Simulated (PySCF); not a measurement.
Mapped SMILES: `[SiH3:1][C:2]#[C:3][SiH2:4][c:5]1[cH:6][cH:7][cH:8][cH:9][cH:10]1` (H(Xn): hydrogen on atom n).

PySCF 2.14.0 with density-fitted response routines calculation with GIAO PBE0/pcSseg-1 shieldings and geometry from PBE0-D3(BJ)/def2-SVP; one conformer, in vacuum, relativity neglected, averaged over atoms made equivalent by symmetry, fast rotation or ring inversion.

δ = σ(ref) − σ, references computed at the same level: $^{13}$C (184.41 ppm) vs TMS.

Do the $^{13}$C shifts follow the atomic charges (in e)? Tabulate both.

Answers


| atoms | hybridisation | δ (ppm) | σ para (ppm) | Hirshfeld | IAO | Mulliken | ESP-fitted |
| --- | --- | --- | --- | --- | --- | --- | --- |
| C6/C10 | sp2 | 141.1 | -210 | -0.04 | -0.13 | -0.07 | -0.15 |
| C8 | sp2 | 135.9 | -206 | -0.04 | -0.14 | -0.09 | -0.13 |
| C7/C9 | sp2 | 133.7 | -203 | -0.05 | -0.15 | -0.08 | -0.14 |
| C5 | sp2 | 132.6 | -210 | -0.10 | -0.28 | -0.39 | -0.04 |
| C3 | sp | 118.5 | -199 | -0.13 | -0.30 | -0.28 | -0.20 |
| C2 | sp | 114.4 | -194 | -0.14 | -0.31 | -0.30 | -0.18 |

Correlation coefficients of δ with charge over these carbons: Hirshfeld +0.93, IAO +0.86, Mulliken +0.61, ESP-fitted +0.51; with the paramagnetic shielding -0.90. Among the 4 sp2 carbons alone: Hirshfeld +0.59, IAO +0.63, Mulliken +0.59, ESP-fitted -0.64. With so few points, grouped by hybridisation, these coefficients are fragile. Charge is one influence among several: hybridisation and low-lying excitations act through the paramagnetic term.

Shifts are as computed. Against solution values, carbons near 30 ppm lie about +2 ppm off and those near 130 ppm about +5 ppm. Of 1211 compounds with measured shifts, 218 miss one by over three times the rms of a fit or turn the order of signals round; such compounds aren't used in these exercises.
